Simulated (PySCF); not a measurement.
**Orbital energies, ionisation energy and electron affinity**

C9H9N.
Geometry (PBE0-D3(BJ)/def2-SVP, Å), atoms numbered from 1 in this order:
```xyz
19
C9H9N angstrom
C     -2.9786    0.8061    1.0862
C     -1.8848    0.3986    0.4183
C     -1.8420   -0.1598   -0.9407
C     -0.5517   -0.4396   -1.2348
C      0.2914   -0.0763   -0.0810
C      1.7788   -0.2908   -0.0216
C      2.1466   -1.7812    0.0376
C      2.4356    0.3535   -1.1642
N      2.9580    0.8379   -2.0761
C     -0.4990    0.4256    0.8999
H     -2.9088    1.2130    2.0984
H     -3.9724    0.7443    0.6352
H     -2.7129   -0.3013   -1.5798
H     -0.1709   -0.8498   -2.1714
H      2.1631    0.2077    0.8837
H      1.6872   -2.2345    0.9268
H      3.2364   -1.9158    0.0897
H      1.7755   -2.3112   -0.8512
H     -0.1843    0.7899    1.8779
```

Level: wB97X-D/def2-SVPD (PySCF). Frontier orbitals with their largest atomic shares (Löwdin; up to four atoms above 4 %):

```
orbital  ε (eV)                           main atoms
 HOMO−3  -11.27     N9 40 %, C8 29 %, C6 9 %, C5 7 %
 HOMO−2  -11.23     N9 42 %, C8 30 %, C6 9 %, C7 6 %
 HOMO−1   -9.45   C1 28 %, C2 23 %, C4 15 %, C5 12 %
   HOMO   -8.56                                    ?
   LUMO   -0.56   C1 28 %, C2 12 %, C5 12 %, C4 12 %
 LUMO+1    2.07  C7 15 %, H15 12 %, C8 11 %, C6 10 %
 LUMO+2    2.40  C1 30 %, H11 11 %, H12 11 %, C3 7 %
```

Task: What vertical ionisation energy does ΔSCF give, and how far is −ε(HOMO) from it?

Result: ΔSCF: 8.54 eV (824 kJ/mol; threshold wavelength 145 nm); ⟨S²⟩ of the doublet left behind is 0.764, against 0.75 for a pure doublet. −ε(HOMO) is 8.56 eV, 0.02 eV above it. For the exact functional −ε(HOMO) would equal the first vertical ionisation energy; wB97X-D (range-separated hybrid) comes within 0.02 eV of that here. Holes in the HOMO−1 and HOMO−2 were tried too where these lie within 1.2 eV of the HOMO; the lowest converged state counts.

Task: On which atoms does the HOMO lie?

Result: C10 (alkene CH carbon) 26 %, C3 (alkene CH carbon) 25 %, C5 (fully substituted alkene carbon) 17 %, C4 (alkene CH carbon) 16 %, so no atom holds as much as 40 %. The HOMO−1 lies 0.89 eV lower.

Task: And the vertical electron affinity, the fundamental gap, Mulliken's electronegativity and the hardness (with the factor ½)?

Result: EA = 0.55 eV by ΔSCF (−ε(LUMO) = 0.56 eV). IE − EA = 7.99 eV against an orbital gap of 8.00 eV; (IE + EA)/2 = 4.54 eV; (IE − EA)/2 = 3.99 eV.

Task: What kinetic energy would electrons from this vertical process carry with He I light (21.218 eV)?

Result: 21.22 − 8.54 = 12.68 eV.

Task: The lowest singlet excitation (vertical TDDFT, same level) lies at 3.57 eV. How far is it below IE − EA?

Result: IE − EA = 7.99 eV, so by 4.42 eV.

Task: How many of the 10 lowest singlet excitations (vertical TDDFT, same level) lie below the ionisation energy?

Result: All 10; they run from 3.57 to 7.54 eV.

Geometry: PBE0-D3(BJ)/def2-SVP, one conformer, isolated molecule.
